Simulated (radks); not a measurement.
Values are calculated unless marked as measured or tabulated.
These are the eigenvalues of the occupied orbitals of an atom or ion with whole-number occupations (hartree). Level of theory: non-relativistic Kohn-Sham, TPSS, spin-polarised, spherical densities, point nucleus; meta-GGA in the generalised Kohn-Sham scheme (a radial shooting solver on a logarithmic mesh with Libxc functionals).

1s down: -2480.321
1s up: -2480.321
2s up: -411.6560
2s down: -411.6446
2p up: -395.0094
2p down: -395.0012
3s up: -96.33239
3s down: -96.33000
3p up: -88.57894
3p down: -88.57576
3d up: -74.17657
3d down: -74.16882
4s up: -21.15022
4s down: -21.14318
4p up: -17.86244
4p down: -17.85465
4d up: -11.86756
4d down: -11.85704
5s up: -4.42505
5s down: -4.31882
4f up: -3.97202
4f down: -3.95323
5p up: -3.42530
5p down: -3.30696
5d up: -1.86169

Which element is it, and in what charge state? The configuration may be excited. Open shells, if any, are filled with parallel spins first.

Answer. Z = 76, osmium, charge +4: Os4+ in [Xe] 4f14 5d4. The list shows which subshells hold electrons but not how many an open one holds; the 1s level, -2480.3 hartree, gives Z - s = 70.4 by -(Z - s)^2/2, which with screening narrows Z to a few neighbours, and the depths of the outer levels then fix element, charge and occupations together.
